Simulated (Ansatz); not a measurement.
`CO[SiH2]SC` + H₂ → `CS[SiH3]` + CH₃OH at 600 K and 1 bar (hydrogenolysis of the Si–O bond).

Computed with Ansatz on PBE0-D4/def2-TZVP structures; ΔE is electronic, products minus reactants. CCSD(T)/CBS adds triple-zeta CCSD(T) − MP2 to the extrapolated MP2 energy (def2 sets, frozen cores). This one scheme is used for every species. One conformer a species, not always the lowest.

```
     species  CCSD(T)/CBS energy (Eh)  H − E (kJ/mol)  S (J/(mol·K))
`CO[SiH2]SC`               -843.00374           331.4          486.0
          H₂                 -1.17544            43.9          150.8
  `CS[SiH3]`               -728.52947           217.4          385.5
       CH₃OH               -115.61712           163.6          277.3
```

H − E and S are ideal-gas, rigid-rotor, harmonic terms from PBE0-D4/def2-TZVP, for one conformer and one mirror image of each species. The MP2-based limit puts H₂ 0.8 mEh under its directly extrapolated value; such offsets cancel only in part. 1 Eh = 2625.50 kJ/mol, R = 8.31446 J/(mol·K).

By hand: ΔE, ΔH, ΔS and ΔG.

ΔE = (-728.52947) + (-115.61712) − (-843.00374) − (-1.17544) = 0.03259 Eh = 85.6 kJ/mol. Δ(H − E) = 217.4 + 163.6 − 331.4 − 43.9 = 5.7, so ΔH = 91.3 kJ/mol. ΔS = 385.5 + 277.3 − 486.0 − 150.8 = 26.0 J/(mol·K). ΔG = 91.3 − 600 × (26.0)/1000 = 75.7 kJ/mol.

By hand: the equilibrium constant, and the temperature at which ΔG would vanish if ΔH and ΔS stayed fixed.

log₁₀ K = −ΔG/(RT ln 10) = -6.6. ΔG = 0 at ΔH/ΔS = 3512 K, far beyond where these terms or the molecules hold.

ΔH outweighs TΔS. A doubt of 5 kJ/mol in ΔE shifts log₁₀ K by 0.4 here. Other conformers and mirror images would add mixing entropy, several J/(mol·K) or more a flexible species. Modes under 60 cm⁻¹, often nearly free rotors, make the harmonic entropy too high. These are equilibria of isolated gas molecules and say nothing of rates. Largest T1 diagnostic: 0.011 (customary marks: 0.02 for closed shells, 0.045 for open ones).
